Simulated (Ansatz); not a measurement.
Stepwise reaction of `[NH2][Al]([NH2])[F]` with hydrogen fluoride, as a gas-phase model of exchange steps in deposition or etching. ΔE in kJ/mol.

Gas-phase electronic energies from Ansatz, PBE0-D4/def2-TZVP geometries. CBS: MP2 limit from def2 TZ/QZ plus the TZ coupled-cluster correction, frozen cores. This one scheme is used for every species. DFT in def2-TZVPP. B3LYP here is the variant with VWN-RPA as its local correlation; programs differ in this. Each species was taken in one conformer, which may not be the lowest.

```tsv
step	reaction	PBE-D4	B3LYP-D4	ωB97M-V	CCSD(T)/CBS
1	`[NH2][Al]([NH2])[F]` + H–F → `[NH2][Al]([F])[F]` + NH₃	-93.8	-97.6	-96.4	-95.0
2	`[NH2][Al]([F])[F]` + H–F → `[F][Al]([F])[F]` + NH₃	-76.0	-79.4	-78.8	-79.7
```

(1) By hand: ΔE of the 2 steps together at CCSD(T)/CBS.

Results:

(1) (-95.0) + (-79.7) = -174.7 kJ/mol, or -87.3 kJ/mol a step.

In ΔE each step is higher than the one before. All are downhill at CCSD(T)/CBS. PBE-D4 differs from CCSD(T)/CBS by 1.2 to 3.7 kJ/mol a step. Isolated molecules leave out the surface, adducts and barriers. Largest T1 diagnostic: 0.013.
